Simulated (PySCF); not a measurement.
**Which method gave which barrier?**

Saddle point of SiH2OF2, closed shell (SiF₂ + H₂O → SiH₂OF₂ ([OH][SiH]([F])[F]); bonds formed: Si1–H4, Si1–O5; bonds broken: H4–O5), PBE0-D4/def2-TZVP structure:

```
6
angstrom
Si -0.3849 -0.5838 -0.3891
F 0.7439 -1.6459 -0.7545
F -0.3628 0.4439 -1.6171
H -0.8150 -0.0099 1.0788
O 0.3742 0.4203 0.9200
H 0.4446 1.3752 0.7617
```

Program: PySCF 2.14 with density fitting (its default auxiliary sets; JK sets also for MP2 and CCSD(T)). Basis: def2-TZVPP, with def2-QZVPP for the basis limit. Cores are frozen in the correlated methods. B3LYP uses VWN-RPA correlation. Extrapolation: Hartree–Fock as exp(−7.88 √X), correlation as X^−2.97. Four methods, as single points on the PBE0-D4 structures, gave these electronic barriers from the start structure: 89.7, 127.8, 146.6, 181.7 kJ/mol.

The methods were, in alphabetical order, B3LYP-D4, BHLYP-D4, HF, SPW92. Which gave which? (A judgement: the text doesn't fix the answer.)

The calculation gives: SPW92 89.7; B3LYP-D4 127.8; BHLYP-D4 146.6; HF 181.7 kJ/mol. For comparison, CCSD(T) at an estimated basis limit (MP2 extrapolated from triple and quadruple zeta, plus CCSD(T) − MP2 in triple zeta) gives 129.7 kJ/mol.

No T1 diagnostic of these runs exceeds 0.015. The restricted Hartree–Fock reference is unstable towards an unrestricted one at one or more of these structures.

Losses and insertions of silylenes and their heavier kin drive the gas-phase chemistry of silicon and germanium vapour deposition.

Labels in which every atom is bracketed show which atoms are joined, not bond orders.

For scale, one of the runs: CCSD(T)/def2-TZVPP, 163 basis functions, launched by `OMP_NUM_THREADS=4 python run.py`. Time: 2.8 min of wall clock on 4 CPU threads of an Arm Neoverse V2; the host was shared. Peak host memory: 1.6 GiB.
